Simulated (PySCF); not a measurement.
C₆H₉AlN₂.
SMILES: `c1cc[n+]([AlH3-])cc1N=C`

Torsions of this conformer, `[CH2:1]=[N:2][c:3]1[cH:4][cH:5][cH:6][n+:7]([AlH3-:8])[cH:9]1`: C1–N2–C3–C4 -46°.

The closed-shell ground state was solved at several levels (PySCF, density fitting, gas phase, non-relativistic). Geometry: PBE0-D3(BJ)/def2-SVP, one conformer, isolated molecule.

```tsv
level	basis functions	HOMO (eV)	LUMO (eV)	gap (eV)	dipole (D)
HF/pcSseg-1	205	-9.85	1.37	11.22	8.98
PBE0/pcSseg-1	205	-7.06	-2.35	4.71	8.54
```

(1) Estimate the row for B3LYP/def2-SVPD, a basis of 256 functions; the other rows only guide the guess.

(2) Over all these levels, which gives the widest orbital gap and which the narrowest?

(3) How far do the dipole and the HOMO energy spread over the levels?

## Answers

(1) HOMO -6.85 eV, LUMO -2.56 eV, gap 4.29 eV, dipole 8.40 D.

(2) HF/pcSseg-1 (Hartree–Fock, all exact exchange) has the widest, 11.22 eV, and B3LYP/def2-SVPD (global hybrid, 20 % exact exchange) the narrowest, 4.29 eV. Functional and basis both differ between the two, so the spread mixes both effects. The HOMO need not be the same orbital at Hartree–Fock and at DFT levels.

(3) The dipole runs from 8.40 to 8.98 D (mean 8.64 D) and the HOMO from -9.85 to -6.85 eV.
